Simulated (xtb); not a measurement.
Job for xtb: GFN2-xTB on H2PbS (SMILES [SH][PbH]), a point of a torsion scan.

```
$ xtb mol.xyz --gfn 2 --sp --chrg 0 --uhf 0
4

S     -1.31507741     0.55891371     0.22154181
Pb     1.13973688     0.93016638    -0.14223740
H     -1.42574917    -0.68016979    -0.21162323
H      1.44499137    -0.75476751    -0.82415230
```

It printed:

```
[...]
           -------------------------------------------------
          |                Calculation Setup                |
           -------------------------------------------------



           -------------------------------------------------
          |                 G F N 2 - x T B                 |
           -------------------------------------------------

        Reference                      10.1021/acs.jctc.8b01176
      * Hamiltonian:
        H0-scaling (s, p, d)           1.850000    2.230000    2.230000
        zeta-weighting                 0.500000
      * Dispersion:
        s8                             2.700000
        a1                             0.520000
        a2                             5.000000
        s9                             5.000000
      * Repulsion:
        kExp                           1.500000    1.000000
        rExp                           1.000000
      * Coulomb:
        alpha                          2.000000
        third order                    shell-resolved
        anisotropic                    true
        a3                             3.000000
        a5                             4.000000
        cn-shift                       1.200000
        cn-exp                         4.000000
        max-rad                        5.000000


          ...................................................
          :                      SETUP                      :
          :.................................................:
          :  # basis functions                  16          :
          :  # atomic orbitals                  15          :
          :  # shells                            7          :
          :  # electrons                        12          :
          :  max. iterations                   250          :
          :  Hamiltonian                  GFN2-xTB          :
          :  restarted?                      false          :
          :  GBSA solvation                  false          :
          :  PC potential                    false          :
          :  electronic temp.          300.0000000     K    :
          :  accuracy                    1.0000000          :
          :  -> integral cutoff          0.2500000E+02      :
          :  -> integral neglect         0.1000000E-07      :
          :  -> SCF convergence          0.1000000E-05 Eh   :
          :  -> wf. convergence          0.1000000E-03 e    :
          :  Broyden damping             0.4000000          :
          :  net charge                          0          :
          :  unpaired electrons                  0          :
          ...................................................

 iter      E             dE          RMSdq      gap      omega  full diag
   1     -6.6048406 -0.660484E+01  0.164E+01    3.08       0.0  T
   2     -6.6149580 -0.101175E-01  0.106E+01    2.52       1.0  T
   3     -6.6144204  0.537673E-03  0.481E+00    2.95       1.0  T
   4     -6.6160941 -0.167369E-02  0.121E+00    2.68       1.0  T
   5     -6.6163235 -0.229471E-03  0.564E-02    2.66       1.0  T
   6     -6.6163247 -0.114230E-05  0.287E-02    2.65       1.7  T
   7     -6.6163248 -0.148130E-06  0.998E-03    2.66       5.0  T
   8     -6.6163249 -0.423351E-07  0.725E-03    2.65       6.9  T
   9     -6.6163249 -0.134095E-07  0.238E-03    2.66      21.0  T
  10     -6.6163249 -0.138462E-08  0.537E-04    2.66      93.1  T
  11     -6.6163249 -0.587548E-10  0.801E-05    2.66     623.9  T

   *** convergence criteria satisfied after 11 iterations ***

         #    Occupation            Energy/Eh            Energy/eV
      -------------------------------------------------------------
         1        2.0000           -0.8888566             -24.1870
         2        2.0000           -0.6916929             -18.8219
         3        2.0000           -0.4754620             -12.9380
         4        2.0000           -0.4042467             -11.0001
         5        2.0000           -0.3963814             -10.7861
         6        2.0000           -0.3770929             -10.2612 (HOMO)
         7                         -0.2795042              -7.6057 (LUMO)
         8                         -0.1542163              -4.1964
         9                         -0.1201543              -3.2696
        10                         -0.0405561              -1.1036
        11                          0.0023638               0.0643
       ...                                ...                  ...
        15                          0.5132670              13.9667
      -------------------------------------------------------------
                  HL-Gap            0.0975887 Eh            2.6555 eV
             Fermi-level           -0.3282985 Eh           -8.9335 eV

 SCC (total)                   0 d,  0 h,  0 min,  0.002 sec
 SCC setup                      ...        0 min,  0.000 sec (  3.235%)
 Dispersion                     ...        0 min,  0.000 sec (  1.081%)
 classical contributions        ...        0 min,  0.000 sec (  0.552%)
 integral evaluation            ...        0 min,  0.000 sec ( 17.676%)
 iterations                     ...        0 min,  0.001 sec ( 47.779%)
 molecular gradient             ...        0 min,  0.000 sec ( 26.132%)
 printout                       ...        0 min,  0.000 sec (  3.271%)

         :::::::::::::::::::::::::::::::::::::::::::::::::::::
         ::                     SUMMARY                     ::
         :::::::::::::::::::::::::::::::::::::::::::::::::::::
         :: total energy              -6.603416980590 Eh    ::
         :: gradient norm              0.000023212377 Eh/a0 ::
         :: HOMO-LUMO gap              2.655522698433 eV    ::
         ::.................................................::
         :: SCC energy                -6.616324817739 Eh    ::
         :: -> isotropic ES            0.022300358246 Eh    ::
         :: -> anisotropic ES          0.003746782168 Eh    ::
         :: -> anisotropic XC          0.003444436248 Eh    ::
         :: -> dispersion             -0.002225748482 Eh    ::
         :: repulsion energy           0.012907837149 Eh    ::
         :: add. restraining           0.000000000000 Eh    ::
         :: total charge              -0.000000000000 e     ::
         :::::::::::::::::::::::::::::::::::::::::::::::::::::

           -------------------------------------------------
          |                Property Printout                |
           -------------------------------------------------

    * Orbital Energies and Occupations

         #    Occupation            Energy/Eh            Energy/eV
      -------------------------------------------------------------
         1        2.0000           -0.8888566             -24.1870
         2        2.0000           -0.6916929             -18.8219
         3        2.0000           -0.4754620             -12.9380
         4        2.0000           -0.4042467             -11.0001
         5        2.0000           -0.3963814             -10.7861
         6        2.0000           -0.3770929             -10.2612 (HOMO)
         7                         -0.2795042              -7.6057 (LUMO)
         8                         -0.1542163              -4.1964
         9                         -0.1201543              -3.2696
        10                         -0.0405561              -1.1036
        11                          0.0023638               0.0643
        12                          0.0172418               0.4692
        13                          0.0342346               0.9316
        14                          0.0656792               1.7872
        15                          0.5132670              13.9667
      -------------------------------------------------------------
Note: The following floating-point exceptions are signalling: IEEE_DENORMAL
normal termination of xtb
                  HL-Gap            0.0975887 Eh            2.6555 eV
             Fermi-level           -0.3282985 Eh           -8.9335 eV

     #   Z          covCN         q      C6AA      α(0)
     1  16 S        1.847    -0.455   161.372    21.381
     2  82 Pb       1.827     0.484   429.054    43.202
     3   1 H        0.924     0.181     1.198     1.711
     4   1 H        0.904    -0.210    11.630     5.335

 Mol. C6AA /au·bohr⁶  :       1425.331652
 Mol. C8AA /au·bohr⁸  :     132476.945568
 Mol. α(0) /au        :         71.629382


Wiberg/Mayer (AO) data.
largest (>0.10) Wiberg bond orders for each atom

 ---------------------------------------------------------------------------
     #   Z sym  total        # sym  WBO       # sym  WBO       # sym  WBO
 ---------------------------------------------------------------------------
     1  16 S    2.099 --     2 Pb   1.137     3 H    0.953
     2  82 Pb   2.093 --     1 S    1.137     4 H    0.945
     3   1 H    0.967 --     1 S    0.953
     4   1 H    0.956 --     2 Pb   0.945
 ---------------------------------------------------------------------------

Topologies differ in total number of bonds
Writing topology from bond orders to xtbtopo.mol

molecular dipole:
                 x           y           z       tot (Debye)
 q only:        1.111       0.436      -0.066
   full:        1.562       0.755      -0.041       4.411
molecular quadrupole (traceless):
                xx          xy          yy          xz          yz          zz
 q only:       -0.984       6.711       1.531       1.924      -1.205      -0.547
  q+dip:       -2.775       9.533       3.881       2.920      -0.990      -1.106
   full:       -2.180       9.691       1.809       3.292      -2.570       0.372


           -------------------------------------------------
          | TOTAL ENERGY               -6.603416980590 Eh   |
          | GRADIENT NORM               0.000023212377 Eh/α |
          | HOMO-LUMO GAP               2.655522698433 eV   |
           -------------------------------------------------

------------------------------------------------------------------------
------------------------------------------------------------------------
 total:
 SCF:
```

The run finished.

Cost: roughly 0.020 core-seconds.
